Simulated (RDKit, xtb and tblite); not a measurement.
Relaxed torsion scan: C11H11NSi, SMILES c1ccc([SiH2]c2ccncc2)cc1. Scanned: dihedral C3–C4–Si5–C6 and dihedral C4–Si5–C6–C7; all other coordinates were relaxed at GFN2-xTB. Points at φ and −φ are mirror images. Heavy atoms are numbered in the order of the SMILES c1ccc([SiH2]c2ccncc2)cc1, hydrogens after them in the order of the atoms that carry them; the mirror image has the same energies with the sign of each dihedral reversed.

- GFN2-xTB (xtb and tblite)
- MMFF94 // GFN2-xTB (RDKit)
- UFF // GFN2-xTB (RDKit)

Energies in kJ/mol at chosen points (x: dihedral C3–C4–Si5–C6 (°); y: dihedral C4–Si5–C6–C7 (°)), relative to x = -90, y = -90:

| method | (120, 180) | (-150, -150) | (180, -60) | (120, 90) | (120, 60) | (120, 60) | (30, 0) |
|---|---|---|---|---|---|---|---|
| GFN2-xTB | -2.3 | -2.5 | -2.4 | -0.6 | 1.4 | 1.4 | 4.7 |
| MMFF94 | 5.1 | 5.9 | 6.6 | 0.3 | 6.8 | 6.8 | 25.1 |
| UFF | 3.2 | 2.1 | 3.5 | 0.2 | 3.4 | 3.4 | 20.3 |

MMFF94 has few fitted parameters for silicon.
